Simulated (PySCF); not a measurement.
C5H10, SMILES CC=C(C)C.

Coordinates come from a B3LYP-D3(BJ)/def2-SVP optimisation.

Level of theory: CAM-B3LYP/def2-TZVP in PySCF.

Symmetry labels are those of the subgroup Cs that the program uses (full group Cs).

Computed valence orbital energies around the gap with their symmetry:
```csv
orbital,symmetry,energy (eV)
HOMO−7,A",-13.62
HOMO−6,A",-12.73
HOMO−5,A",-12.14
HOMO−4,A',-12.11
HOMO−3,A',-11.75
HOMO−2,A',-11.43
HOMO−1,A',-10.64
HOMO,A",-7.90
LUMO,A",1.90
LUMO+1,A',2.03
LUMO+2,A',2.68
LUMO+3,A',3.11
```
